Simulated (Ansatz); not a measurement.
Ansatz (a program for electronic structure) input (HF/3-21G): The .json file is the Basis Set Exchange's 3-21G.

Ansatz 0.2 input:
```yaml
crystal:
  periodic: [false, false, false]
  atoms:
    - {symbol: C, position_ang: [-1.53326485, -0.66901022, -0.31115266]}
    - {symbol: C, position_ang: [-0.66231818, 0.57455475, 0.00962659]}
    - {symbol: Si, position_ang: [1.21221777, 0.16586942, 0.18544518]}
    - {symbol: H, position_ang: [-1.22707531, -1.12640891, -1.24512150]}
    - {symbol: H, position_ang: [-1.45070586, -1.41298655, 0.47303266]}
    - {symbol: H, position_ang: [-2.57754350, -0.38811195, -0.40022118]}
    - {symbol: H, position_ang: [-0.78266099, 1.31665346, -0.77320407]}
    - {symbol: H, position_ang: [-1.00465064, 1.03217861, 0.93234302]}
    - {symbol: H, position_ang: [1.77778564, -0.38944164, -1.07968346]}
    - {symbol: H, position_ang: [1.46730000, -0.78732215, 1.30577849]}
basis:
  gaussian:
    orbitals: 3-21G.json
hamiltonian:
  xc: {name: HF}
magnetization: {spin_polarized: true, initial_magnetization: 1}
phonons: {temperatures: {t_min: 298.15, t_max: 298.15, t_step: 100}}
```

Output:

```
Functional definition: HF
integrals: 0.01 GiB planned
581 factors; integrals over basis functions are off by at most 5.4e-4 eV
mean field: 0.11 GiB planned
mean field evaluation 1: about -9978.1143 eV, gradient 1.4e1 eV
mean field evaluation 2: about -9978.1092 eV, gradient 1.4e1 eV
mean field evaluation 4: about -9979.3001 eV, gradient 1.6e0 eV
mean field evaluation 8: about -9979.3253 eV, gradient 3.8e-4 eV
mean field -9979.32524019 eV, -366.7334383472 hartree, gradient 2.4e-5 eV, S^2 0.753997; 0 other end points of the search recorded, 0 dependent functions left out
the calculation of the forces begins
reference -9979.32524019 eV, -366.7334383472 hartree; 17, 16 occupied and 28, 29 virtual orbitals, 581 factors
these checks for a lower state are left out or cut short: stability, starts, cluster_reference, orbital_swaps, neighbouring_geometries, increment
integrals: 0.01 GiB planned
581 factors; integrals over basis functions are off by at most 5.4e-4 eV
mean field: 0.11 GiB planned
mean field evaluation 16: about -9979.3251 eV, gradient 2.0e-5 eV
mean field -9979.32507966 eV, -366.7334324481 hartree, gradient 2.2e-6 eV, S^2 0.753995; 0 other end points of the search recorded, 0 dependent functions left out
the calculation of the forces begins
reference -9979.32507966 eV, -366.7334324481 hartree; 17, 16 occupied and 28, 29 virtual orbitals, 581 factors
these checks for a lower state are left out or cut short: stability, starts, cluster_reference, orbital_swaps, neighbouring_geometries, increment
integrals: 0.01 GiB planned
581 factors; integrals over basis functions are off by at most 5.4e-4 eV
mean field: 0.11 GiB planned
mean field -9979.32507843 eV, -366.7334324028 hartree, gradient 2.2e-6 eV, S^2 0.753999; 0 other end points of the search recorded, 0 dependent functions left out
the calculation of the forces begins
reference -9979.32507843 eV, -366.7334324028 hartree; 17, 16 occupied and 28, 29 virtual orbitals, 581 factors
these checks for a lower state are left out or cut short: stability, starts, cluster_reference, orbital_swaps, neighbouring_geometries, increment
integrals: 0.01 GiB planned
581 factors; integrals over basis functions are off by at most 5.3e-4 eV
mean field: 0.11 GiB planned
mean field evaluation 32: about -9979.3251 eV, gradient 2.0e-5 eV
mean field -9979.32505532 eV, -366.7334315535 hartree, gradient 2.2e-6 eV, S^2 0.753996; 0 other end points of the search recorded, 0 dependent functions left out
the calculation of the forces begins
reference -9979.32505532 eV, -366.7334315535 hartree; 17, 16 occupied and 28, 29 virtual orbitals, 581 factors
these checks for a lower state are left out or cut short: stability, starts, cluster_reference, orbital_swaps, neighbouring_geometries, increment
integrals: 0.01 GiB planned
581 factors; integrals over basis functions are off by at most 5.4e-4 eV
mean field: 0.11 GiB planned
mean field -9979.32505575 eV, -366.7334315695 hartree, gradient 2.2e-6 eV, S^2 0.753998; 0 other end points of the search recorded, 0 dependent functions left out
the calculation of the forces begins
reference -9979.32505575 eV, -366.7334315695 hartree; 17, 16 occupied and 28, 29 virtual orbitals, 581 factors
these checks for a lower state are left out or cut short: stability, starts, cluster_reference, orbital_swaps, neighbouring_geometries, increment
integrals: 0.01 GiB planned
581 factors; integrals over basis functions are off by at most 5.4e-4 eV
mean field: 0.11 GiB planned
mean field -9979.32509379 eV, -366.7334329674 hartree, gradient 2.2e-6 eV, S^2 0.754007; 0 other end points of the search recorded, 0 dependent functions left out
the calculation of the forces begins
reference -9979.32509379 eV, -366.7334329674 hartree; 17, 16 occupied and 28, 29 virtual orbitals, 581 factors
these checks for a lower state are left out or cut short: stability, starts, cluster_reference, orbital_swaps, neighbouring_geometries, increment
integrals: 0.01 GiB planned
581 factors; integrals over basis functions are off by at most 5.4e-4 eV
mean field: 0.11 GiB planned
mean field -9979.32509361 eV, -366.7334329608 hartree, gradient 2.2e-6 eV, S^2 0.753987; 0 other end points of the search recorded, 0 dependent functions left out
the calculation of the forces begins
reference -9979.32509361 eV, -366.7334329608 hartree; 17, 16 occupied and 28, 29 virtual orbitals, 581 factors
these checks for a lower state are left out or cut short: stability, starts, cluster_reference, orbital_swaps, neighbouring_geometries, increment
integrals: 0.01 GiB planned
581 factors; integrals over basis functions are off by at most 5.4e-4 eV
mean field: 0.11 GiB planned
mean field evaluation 64: about -9979.3251 eV, gradient 2.1e-6 eV
[...]
these checks for a lower state are left out or cut short: stability, starts, cluster_reference, orbital_swaps, neighbouring_geometries, increment
integrals: 0.01 GiB planned
581 factors; integrals over basis functions are off by at most 5.4e-4 eV
mean field: 0.11 GiB planned
mean field -9979.32522150 eV, -366.7334376605 hartree, gradient 2.2e-6 eV, S^2 0.753997; 0 other end points of the search recorded, 0 dependent functions left out
the calculation of the forces begins
reference -9979.32522150 eV, -366.7334376605 hartree; 17, 16 occupied and 28, 29 virtual orbitals, 581 factors
these checks for a lower state are left out or cut short: stability, starts, cluster_reference, orbital_swaps, neighbouring_geometries, increment
integrals: 0.01 GiB planned
581 factors; integrals over basis functions are off by at most 5.4e-4 eV
mean field: 0.11 GiB planned
mean field -9979.32522259 eV, -366.7334377006 hartree, gradient 2.2e-6 eV, S^2 0.753997; 0 other end points of the search recorded, 0 dependent functions left out
the calculation of the forces begins
reference -9979.32522259 eV, -366.7334377006 hartree; 17, 16 occupied and 28, 29 virtual orbitals, 581 factors
these checks for a lower state are left out or cut short: stability, starts, cluster_reference, orbital_swaps, neighbouring_geometries, increment
integrals: 0.01 GiB planned
581 factors; integrals over basis functions are off by at most 5.4e-4 eV
mean field: 0.11 GiB planned
mean field evaluation 192: about -9979.3252 eV, gradient 2.0e-5 eV
mean field -9979.32517868 eV, -366.7334360868 hartree, gradient 2.2e-6 eV, S^2 0.753997; 0 other end points of the search recorded, 0 dependent functions left out
the calculation of the forces begins
reference -9979.32517868 eV, -366.7334360868 hartree; 17, 16 occupied and 28, 29 virtual orbitals, 581 factors
these checks for a lower state are left out or cut short: stability, starts, cluster_reference, orbital_swaps, neighbouring_geometries, increment
integrals: 0.01 GiB planned
581 factors; integrals over basis functions are off by at most 5.4e-4 eV
mean field: 0.11 GiB planned
mean field -9979.32517895 eV, -366.7334360968 hartree, gradient 2.2e-6 eV, S^2 0.753998; 0 other end points of the search recorded, 0 dependent functions left out
the calculation of the forces begins
reference -9979.32517895 eV, -366.7334360968 hartree; 17, 16 occupied and 28, 29 virtual orbitals, 581 factors
these checks for a lower state are left out or cut short: stability, starts, cluster_reference, orbital_swaps, neighbouring_geometries, increment
integrals: 0.01 GiB planned
581 factors; integrals over basis functions are off by at most 5.4e-4 eV
mean field: 0.11 GiB planned
mean field -9979.32517218 eV, -366.7334358479 hartree, gradient 2.2e-6 eV, S^2 0.753997; 0 other end points of the search recorded, 0 dependent functions left out
the calculation of the forces begins
reference -9979.32517218 eV, -366.7334358479 hartree; 17, 16 occupied and 28, 29 virtual orbitals, 581 factors
these checks for a lower state are left out or cut short: stability, starts, cluster_reference, orbital_swaps, neighbouring_geometries, increment
integrals: 0.01 GiB planned
581 factors; integrals over basis functions are off by at most 5.4e-4 eV
mean field: 0.11 GiB planned
mean field -9979.32517281 eV, -366.7334358712 hartree, gradient 2.2e-6 eV, S^2 0.753997; 0 other end points of the search recorded, 0 dependent functions left out
the calculation of the forces begins
reference -9979.32517281 eV, -366.7334358712 hartree; 17, 16 occupied and 28, 29 virtual orbitals, 581 factors
these checks for a lower state are left out or cut short: stability, starts, cluster_reference, orbital_swaps, neighbouring_geometries, increment
integrals: 0.01 GiB planned
581 factors; integrals over basis functions are off by at most 5.4e-4 eV
mean field: 0.11 GiB planned
mean field -9979.32522667 eV, -366.7334378506 hartree, gradient 2.2e-6 eV, S^2 0.754003; 0 other end points of the search recorded, 0 dependent functions left out
the calculation of the forces begins
reference -9979.32522667 eV, -366.7334378506 hartree; 17, 16 occupied and 28, 29 virtual orbitals, 581 factors
these checks for a lower state are left out or cut short: stability, starts, cluster_reference, orbital_swaps, neighbouring_geometries, increment
integrals: 0.01 GiB planned
581 factors; integrals over basis functions are off by at most 5.4e-4 eV
mean field: 0.11 GiB planned
mean field evaluation 224: about -9979.3304 eV, gradient 5.1e-2 eV
mean field -9979.32522756 eV, -366.7334378831 hartree, gradient 2.2e-6 eV, S^2 0.753991; 0 other end points of the search recorded, 0 dependent functions left out
the calculation of the forces begins
reference -9979.32522756 eV, -366.7334378831 hartree; 17, 16 occupied and 28, 29 virtual orbitals, 581 factors
these checks for a lower state are left out or cut short: stability, starts, cluster_reference, orbital_swaps, neighbouring_geometries, increment
integrals: 0.01 GiB planned
581 factors; integrals over basis functions are off by at most 5.4e-4 eV
mean field: 0.11 GiB planned
mean field -9979.32522892 eV, -366.7334379333 hartree, gradient 2.2e-6 eV, S^2 0.754006; 0 other end points of the search recorded, 0 dependent functions left out
the calculation of the forces begins
reference -9979.32522892 eV, -366.7334379333 hartree; 17, 16 occupied and 28, 29 virtual orbitals, 581 factors
these checks for a lower state are left out or cut short: stability, starts, cluster_reference, orbital_swaps, neighbouring_geometries, increment
integrals: 0.01 GiB planned
581 factors; integrals over basis functions are off by at most 5.4e-4 eV
mean field: 0.11 GiB planned
mean field -9979.32522968 eV, -366.7334379612 hartree, gradient 2.2e-6 eV, S^2 0.753988; 0 other end points of the search recorded, 0 dependent functions left out
the calculation of the forces begins
reference -9979.32522968 eV, -366.7334379612 hartree; 17, 16 occupied and 28, 29 virtual orbitals, 581 factors
these checks for a lower state are left out or cut short: stability, starts, cluster_reference, orbital_swaps, neighbouring_geometries, increment
integrals: 0.01 GiB planned
581 factors; integrals over basis functions are off by at most 5.4e-4 eV
mean field: 0.11 GiB planned
mean field -9979.32519727 eV, -366.7334367702 hartree, gradient 2.2e-6 eV, S^2 0.753999; 0 other end points of the search recorded, 0 dependent functions left out
the calculation of the forces begins
reference -9979.32519727 eV, -366.7334367702 hartree; 17, 16 occupied and 28, 29 virtual orbitals, 581 factors
these checks for a lower state are left out or cut short: stability, starts, cluster_reference, orbital_swaps, neighbouring_geometries, increment
integrals: 0.01 GiB planned
581 factors; integrals over basis functions are off by at most 5.4e-4 eV
mean field: 0.11 GiB planned
mean field evaluation 256: about -9979.3252 eV, gradient 1.2e-4 eV
mean field -9979.32519777 eV, -366.7334367887 hartree, gradient 2.2e-6 eV, S^2 0.753995; 0 other end points of the search recorded, 0 dependent functions left out
the calculation of the forces begins
reference -9979.32519777 eV, -366.7334367887 hartree; 17, 16 occupied and 28, 29 virtual orbitals, 581 factors
Total energy: -9979.32524019 eV, -366.7334383472 hartree
Atom 0 at    -1.533265    -0.669010    -0.311153 Å, force    -0.000096     0.000280     0.000034 eV/Å
Atom 1 at    -0.662318     0.574555     0.009627 Å, force    -0.000007    -0.000004    -0.000002 eV/Å
Atom 2 at     1.212218     0.165869     0.185445 Å, force     0.000202     0.000327     0.000081 eV/Å
Atom 3 at    -1.227075    -1.126409    -1.245121 Å, force     0.000200    -0.000202    -0.000305 eV/Å
Atom 4 at    -1.450706    -1.412987     0.473033 Å, force     0.000126    -0.000297     0.000264 eV/Å
Atom 5 at    -2.577543    -0.388112    -0.400221 Å, force     0.000373     0.000427     0.000120 eV/Å
Atom 6 at    -0.782661     1.316653    -0.773204 Å, force    -0.000224    -0.000103    -0.000065 eV/Å
Atom 7 at    -1.004651     1.032179     0.932343 Å, force    -0.000228    -0.000109    -0.000029 eV/Å
Atom 8 at     1.777786    -0.389442    -1.079683 Å, force    -0.000172    -0.000158    -0.000056 eV/Å
Atom 9 at     1.467300    -0.787322     1.305778 Å, force    -0.000174    -0.000161    -0.000042 eV/Å
Dipole moment:    -0.129182     0.085948    -0.002478 e Å
Vibrations: 124.27 235.26 273.46 558.96 667.15 717.42 839.91 984.26 1009.09 1114.12 1128.75 1400.87 1403.45 1573.33 1623.68 1672.71 1678.32 2239.89 2246.77 3191.07 3203.31 3236.08 3248.08 3263.43 cm⁻¹, zero-point energy 2.332989 eV
```

The blocks after the first are displaced geometries, from whose forces the wavenumbers follow.
